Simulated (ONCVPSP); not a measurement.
# Plane-wave convergence, ONCV potential for nitrogen (N)

- Element: nitrogen
- Generator: ONCVPSP 4.0.1
- Type: optimised norm-conserving Vanderbilt (ONCV)
- Functional: PBEsol
- Relativity: fully relativistic
- Frozen core: [He]
- Valence charge: 5
- Reference configuration: 2s1.5 2p3.5
- Partial waves: 2s: rc 0.95 bohr, ncon 4, nbas 7, qcut 8.5 1/bohr, 2 projectors, debl 1.5 Ha; 2p: rc 1.60 bohr, ncon 4, nbas 7, qcut 9.2 1/bohr, 3 projectors, debl 0.9 Ha
- Local potential: polynomial inside 0.90 bohr (lpopt 5, dvloc0 6 Ha)
- Core correction: none

Open shells are filled in proportion to 2j + 1.

Q: For each optimised wave give the share of its norm inside rc, the residual kinetic energy above qcut (Ha) and the cutoffs (Ha) for errors of 10, 1, 0.1 and 0.01 mHa per electron.

A:

```json
{"wave": "2s", "norm inside rc": "0.292", "residual KE": "1.8e-04", "10 mHa": "20.2", "1 mHa": "29.7", "0.1 mHa": "40.5", "0.01 mHa": "117.3"}
{"wave": "s projector 2", "norm inside rc": "0.098", "residual KE": "1.1e-04", "10 mHa": "17.4", "1 mHa": "27.6", "0.1 mHa": "36.8", "0.01 mHa": "163.6"}
{"wave": "2p j=3/2", "norm inside rc": "0.647", "residual KE": "1.1e-07", "10 mHa": "19.1", "1 mHa": "25.8", "0.1 mHa": "31.4", "0.01 mHa": "35.7"}
{"wave": "p projector 2 j=3/2", "norm inside rc": "0.171", "residual KE": "3.5e-07", "10 mHa": "18.8", "1 mHa": "26.2", "0.1 mHa": "32.2", "0.01 mHa": "36.9"}
{"wave": "p projector 3 j=3/2", "norm inside rc": "0.104", "residual KE": "1.2e-06", "10 mHa": "19.7", "1 mHa": "27.6", "0.1 mHa": "33.8", "0.01 mHa": "38.6"}
{"wave": "2p j=1/2", "norm inside rc": "0.648", "residual KE": "1.1e-07", "10 mHa": "19.1", "1 mHa": "25.9", "0.1 mHa": "31.4", "0.01 mHa": "35.7"}
{"wave": "p projector 2 j=1/2", "norm inside rc": "0.171", "residual KE": "3.5e-07", "10 mHa": "18.8", "1 mHa": "26.2", "0.1 mHa": "32.3", "0.01 mHa": "36.9"}
{"wave": "p projector 3 j=1/2", "norm inside rc": "0.104", "residual KE": "1.2e-06", "10 mHa": "19.8", "1 mHa": "27.6", "0.1 mHa": "33.8", "0.01 mHa": "38.6"}
```

The occupied waves need 30 Ha and 41 Ha for 1 and 0.1 mHa.
